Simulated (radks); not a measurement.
Values are calculated unless marked as measured or tabulated.
Question: Neutral xenon, [Xe]. Code: a radial shooting solver on a logarithmic mesh with Libxc functionals. Model: non-relativistic Kohn-Sham, PBE, spin-polarised, spherical densities, point nucleus. Every spin shell is full or empty, so the densities are truly spherical. Functionals are evaluated on that one density, not self-consistently. Rank these exchange functionals by their error against the exact value of the orbitals, and give that value: LDA, B88, PBEsol, RPBE, PW91, SOGGA, B86b, APBE, TPSS, Tao-Mo.

Answer: Exact: -179.029 hartree. From best to worst, with 100 (|E| - |E exact|)/|E exact| (equal figures are ties): B88 0.00, PW91 -0.02, B86b -0.03, RPBE -0.27, APBE +0.27, TPSS -0.33, Tao-Mo -0.84, PBEsol -2.23, SOGGA -2.24, LDA -4.73.
